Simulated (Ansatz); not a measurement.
C₃H₃F₂GaO₂ (`[F][Ga-]1([F])[O]C=CC=[O+]1`), 11 atoms. Total charge 0; spin multiplicity 1. Correlated methods include outer-core shells of Ga, which these sets cover unevenly. Scalar relativity is left out up to krypton. All runs use 4 threads of an Intel Xeon 6975P-C on a shared host. Correlated methods freeze the cores.

(1) How many basis functions does each run have, and how long does it take in Ansatz? RKS ωB97M-V/def2-TZVPP energy and forces; RKS B2PLYP (frozen core)/def2-TZVPP energy; RHF-CCSD(T)/def2-SVP energy; RKS PBE0-D4/def2-TZVP relaxation (7 steps); direct RPA on PBE orbitals/def2-TZVPP energy; RKS PBE0-D4/def2-TZVP frequencies; RHF-MP2/def2-TZVPP energy; RHF-MP2/def2-QZVPP energy; RKS ωB97M-V/def2-QZVPP energy; RKS HSE06 (plane-wave form)-D4/def2-TZVPP energy; RKS ωB97X-V/def2-TZVPP energy; RKS PBE0-D4/def2-QZVPP energy. (An estimate is asked.)

Answers

(1) Computed: Other jobs shared the machine, so times are rough.

| level | job | functions | wall time | peak host memory (GiB) |
| --- | --- | --- | --- | --- |
| RKS HSE06 (plane-wave form)-D4/def2-TZVPP | energy | 307 | 3.8 s | 1.2 |
| RHF-MP2/def2-TZVPP | energy | 307 | 4.9 s | 1.1 |
| RKS B2PLYP (frozen core)/def2-TZVPP | energy | 307 | 6.5 s | 1.1 |
| direct RPA on PBE orbitals/def2-TZVPP | energy | 307 | 7 s | 0.99 |
| RKS ωB97X-V/def2-TZVPP | energy | 307 | 7.5 s | 1.4 |
| RKS ωB97M-V/def2-TZVPP | energy and forces | 307 | 11 s | 1.5 |
| RKS PBE0-D4/def2-QZVPP | energy | 578 | 11 s | 3.1 |
| RHF-CCSD(T)/def2-SVP | energy | 145 | 14 s | 1.4 |
| RKS ωB97M-V/def2-QZVPP | energy | 578 | 20 s | 3.2 |
| RHF-MP2/def2-QZVPP | energy | 578 | 30 s | 5 |
| RKS PBE0-D4/def2-TZVP | relaxation (7 steps) | 283 | 34 s | 1.1 |
| RKS PBE0-D4/def2-TZVP | frequencies | 283 | 3.7 min | 1.2 |
